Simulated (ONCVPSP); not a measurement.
**Before and after: ONCV potential for rhenium**

* Element: Re (Z = 75)
* Generator: ONCVPSP 4.0.1
* Type: optimised norm-conserving Vanderbilt (ONCV)
* Functional: LDA (Perdew-Zunger)
* Relativity: scalar-relativistic
* Frozen core: [Kr] 4d10
* Valence charge: 29
* Reference configuration: 4f14 5s2 5p6 5d5 6s2
* Partial waves: 5s+6s: rc 2.00 bohr, ncon 3, nbas 8, qcut 5.9 1/bohr, 2 projectors; 5p: rc 1.90 bohr, ncon 3, nbas 7, qcut 6 1/bohr, 2 projectors, debl 2.8 Ha; 5d: rc 2.00 bohr, ncon 3, nbas 8, qcut 8.6 1/bohr, 2 projectors, debl 0.7 Ha; 4f: rc 0.60 bohr, ncon 4, nbas 8, qcut 28.8 1/bohr, 1 projector
* Local potential: polynomial inside 0.45 bohr (lpopt 5, dvloc0 0 Ha)
* Core correction: Teter function fitted to the true core (icmod 2), fcfact 0.7

Change: all radii but the core radius scaled by about 1.22 (s 2.44, p 2.32, d 2.44, f 0.74 bohr); local potential polynomial inside 0.56 bohr (lpopt 5, dvloc0 0 Ha).

Cutoffs: the cutoffs (Ha) at which the residual kinetic energy of the hardest occupied pseudo-wave falls to 1 and 0.1 mHa per electron; they do not see the model core or the augmentation charge, which bear on the density cutoff. Errors are all-electron minus pseudo energies relative to the spin-unpolarised reference configuration.

Problem. Predict the effect on cutoff, ghosts and configuration errors.

Solution. The potential gets softer (350 Ha and 382 Ha → 292 Ha and 323 Ha); the bound ghosts move from d, p, s to p, s; of the 4 tests that both files solve, the error grows in 3 and shrinks in 0 by more than 15 % and 0.3 meV (median size 12.5 → 16.2 meV). A larger radius leaves more room for a smooth pseudo-wave, so fewer plane waves are needed. More of the atom is replaced by a form fitted at one configuration, so other configurations suffer.

```csv
quantity,base,changed
"cutoff, loose",350 Ha,292 Ha
"cutoff, tight",382 Ha,323 Ha
loose cutoff by channel,"s 8.3 Ha, p 13 Ha, d 16 Ha, f 350 Ha","s 8.1 Ha, p 12 Ha, d 15 Ha, f 292 Ha"
bound ghosts,"s, p, d","s, p"
GHOST(+) flags under 300 eV,none,"s at 62.4 eV, d at 292.9 eV"
"error for 4f14 5s2 5p6 5d5 6s1, meV [ΔE 9.52 eV]",-4.6,-5.2
"error for 4f14 5s2 5p6 5d5 6s0, meV [ΔE 26.20 eV]",-17,-20
"error for 4f14 5s2 5p6 5d4 6s0, meV [ΔE 53.64 eV]",-16,-22
"error for 4f14 5s2 5p6 5d5 6s0 6p1, meV [ΔE 15.42 eV]",-8.9,-12
"rms error of d²Exc/dni dnj with the model core, mHa",2.21,2.44
```

 A true bound ghost makes a file unfit for plane-wave use even where its test errors are small: the radial tests pick states by their node count and pass the ghost by.
